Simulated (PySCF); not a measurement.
Can point charges reproduce the dipole moment of `c1(C(=O)OC)cpcpc1[SiH3]`?

Coordinates (GFN2-xTB, Å) and charges (e) from the PBE0/pcSseg-1 density (PySCF):

```json
{"atom": "C1", "x": "3.212", "y": "-0.650", "z": "-0.462", "Mulliken": "-0.0217", "IAO": "-0.2135", "Hirshfeld": "-0.0289", "ESP-fitted": "-0.2604"}
{"atom": "O2", "x": "1.837", "y": "-1.010", "z": "-0.440", "Mulliken": "-0.4790", "IAO": "-0.3177", "Hirshfeld": "-0.0759", "ESP-fitted": "-0.2841"}
{"atom": "C3", "x": "0.979", "y": "-0.029", "z": "-0.178", "Mulliken": "+0.6461", "IAO": "+0.5094", "Hirshfeld": "+0.2200", "ESP-fitted": "+0.8373"}
{"atom": "O4", "x": "1.346", "y": "1.112", "z": "0.030", "Mulliken": "-0.4715", "IAO": "-0.4478", "Hirshfeld": "-0.1800", "ESP-fitted": "-0.4897"}
{"atom": "C5", "x": "-0.446", "y": "-0.422", "z": "-0.158", "Mulliken": "-0.1598", "IAO": "-0.0287", "Hirshfeld": "-0.0166", "ESP-fitted": "-0.6824"}
{"atom": "C6", "x": "-0.752", "y": "-1.757", "z": "-0.405", "Mulliken": "-0.2684", "IAO": "-0.3715", "Hirshfeld": "-0.1040", "ESP-fitted": "+0.2935"}
{"atom": "P7", "x": "-2.306", "y": "-2.513", "z": "-0.468", "Mulliken": "+0.5102", "IAO": "+0.4293", "Hirshfeld": "+0.1221", "ESP-fitted": "-0.2355"}
{"atom": "C8", "x": "-3.367", "y": "-1.183", "z": "-0.147", "Mulliken": "-0.6934", "IAO": "-0.6195", "Hirshfeld": "-0.1636", "ESP-fitted": "+0.1234"}
{"atom": "P9", "x": "-3.053", "y": "0.484", "z": "0.188", "Mulliken": "+0.5404", "IAO": "+0.4432", "Hirshfeld": "+0.1364", "ESP-fitted": "-0.2441"}
{"atom": "C10", "x": "-1.316", "y": "0.625", "z": "0.115", "Mulliken": "-0.6958", "IAO": "-0.4667", "Hirshfeld": "-0.1346", "ESP-fitted": "+0.2917"}
{"atom": "Si11", "x": "-0.635", "y": "2.376", "z": "0.444", "Mulliken": "+0.6773", "IAO": "+0.6310", "Hirshfeld": "+0.2522", "ESP-fitted": "+0.4118"}
{"atom": "H12", "x": "3.524", "y": "-0.287", "z": "0.520", "Mulliken": "+0.1259", "IAO": "+0.1579", "Hirshfeld": "+0.0533", "ESP-fitted": "+0.1408"}
{"atom": "H13", "x": "3.756", "y": "-1.554", "z": "-0.724", "Mulliken": "+0.1336", "IAO": "+0.1679", "Hirshfeld": "+0.0603", "ESP-fitted": "+0.1608"}
{"atom": "H14", "x": "3.387", "y": "0.134", "z": "-1.201", "Mulliken": "+0.1270", "IAO": "+0.1586", "Hirshfeld": "+0.0527", "ESP-fitted": "+0.1379"}
{"atom": "H15", "x": "0.086", "y": "-2.419", "z": "-0.588", "Mulliken": "+0.1391", "IAO": "+0.1812", "Hirshfeld": "+0.0379", "ESP-fitted": "+0.0564"}
{"atom": "H16", "x": "-4.423", "y": "-1.442", "z": "-0.148", "Mulliken": "+0.1840", "IAO": "+0.1805", "Hirshfeld": "+0.0432", "ESP-fitted": "+0.1095"}
{"atom": "H17", "x": "-0.061", "y": "2.978", "z": "-0.755", "Mulliken": "-0.0795", "IAO": "-0.1163", "Hirshfeld": "-0.0821", "ESP-fitted": "-0.0957"}
{"atom": "H18", "x": "0.115", "y": "2.446", "z": "1.693", "Mulliken": "-0.0801", "IAO": "-0.1163", "Hirshfeld": "-0.0822", "ESP-fitted": "-0.0957"}
{"atom": "H19", "x": "-1.891", "y": "3.120", "z": "0.693", "Mulliken": "-0.1344", "IAO": "-0.1612", "Hirshfeld": "-0.1103", "ESP-fitted": "-0.1755"}
```

Problem. Form Σ q r in debye for every column and set it beside the full dipole.

Solution. The full density gives (2.59, -2.30, -0.65) D, 3.52 D in size; dipole vectors point from the negative to the positive end.

| scheme | μx | μy | μz | size (D) | share of the full size (%) | angle to the full dipole (°) |
| --- | --- | --- | --- | --- | --- | --- |
| Mulliken | 0.66 | -1.02 | -0.24 | 1.24 | 35 | 15 |
| IAO | 0.55 | -2.06 | -0.45 | 2.18 | 62 | 33 |
| Hirshfeld | 1.47 | -2.40 | -0.60 | 2.87 | 82 | 17 |
| ESP-fitted | 2.53 | -2.33 | -0.65 | 3.50 | 99 | 1 |

Problem. Which set comes closest?

Solution. Length of the difference vector: ESP-fitted 0.06 D, Hirshfeld 1.12 D, IAO 2.06 D, Mulliken 2.35 D. Closest: ESP-fitted. The schemes that divide the density aren't constrained to reproduce the dipole.

Problem. What is left for the Hirshfeld atoms' own dipoles?

Solution. The shares of the density sum to the whole, so what Σ q r misses lies in dipoles about the nuclei. The atomic dipoles sum to (2.59, -2.30, -0.65) − (1.47, -2.40, -0.60) = (1.12, 0.10, -0.05) D, 1.12 D in size.

Problem. With the origin at the mean of the coordinates, (-0.001, 0.000, -0.105) Å, which are the largest single terms, by size, of the Hirshfeld dipole along the direction of the full one?

Solution. Si11 -2.57, H19 +1.89, P9 -1.71, C8 +1.33, H13 +1.13 D; all 19 atoms together +2.75 D. The single terms depend on the origin, their sum doesn't.

Problem. Give the size of the full dipole in other units.

Solution. 3.52 D = 1.387 au = 0.734 e·Å = 11.76 × 10⁻³⁰ C·m.

Geometry: GFN2-xTB, one conformer, isolated molecule.

Conformer computed: `[CH3:1][O:2][C:3](=[O:4])[c:5]1[cH:6][p:7][cH:8][p:9][c:10]1[SiH3:11]`: C1–O2–C3–O4 0°, O2–C3–C5–C6 0°.
